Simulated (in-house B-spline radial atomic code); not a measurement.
A fraction x of an electron is moved 3d → 4d in In4+, starting from [Kr] 4d9 and keeping the highest spin. All numbers are computed (scalar-relativistic (X2C) Hartree-Fock with fractional occupations, spin-polarised, spherical fractional occupations; Fermi nucleus of rms radius 4.6156 fm) with a radial B-spline atomic code at the basis-set limit, not measured.

Caution: exact exchange at fractional occupations of open shells leaves self-interaction of up to several eV.

```json
{"x": "0", "E(x) - E(0) (eV)": "0.0000", "3d down level (eV)": "-521.051", "4d down level (eV)": "-69.524"}
{"x": "0.125", "E(x) - E(0) (eV)": "56.4552", "3d down level (eV)": "-522.188", "4d down level (eV)": "-70.433"}
{"x": "0.25", "E(x) - E(0) (eV)": "112.9382", "3d down level (eV)": "-523.316", "4d down level (eV)": "-71.345"}
{"x": "0.375", "E(x) - E(0) (eV)": "?", "3d down level (eV)": "?", "4d down level (eV)": "?"}
{"x": "0.5", "E(x) - E(0) (eV)": "225.9809", "3d down level (eV)": "-525.542", "4d down level (eV)": "-73.179"}
{"x": "0.625", "E(x) - E(0) (eV)": "?", "3d down level (eV)": "?", "4d down level (eV)": "?"}
{"x": "0.75", "E(x) - E(0) (eV)": "339.1152", "3d down level (eV)": "-527.730", "4d down level (eV)": "-75.026"}
{"x": "0.875", "E(x) - E(0) (eV)": "395.7127", "3d down level (eV)": "-528.810", "4d down level (eV)": "-75.955"}
{"x": "1", "E(x) - E(0) (eV)": "452.3285", "3d down level (eV)": "-529.881", "4d down level (eV)": "-76.887"}
```

(1) What belongs in the row x = 0.375?

(2) What belongs in the row x = 0.625?

(3) Check Janak's theorem between x = 0.125 and 0.25.

Answers

(1) An energy change of 169.4473 eV; 3d down at -524.433 eV, 4d down at -72.261 eV.

(2) An energy change of 282.5374 eV; 3d down at -526.640 eV, 4d down at -74.101 eV.

(3) The slope of the energy is 451.86 eV; the orbital levels give 451.86 eV (ε of the receiving orbital less ε of the emptying one, averaged over the two points).
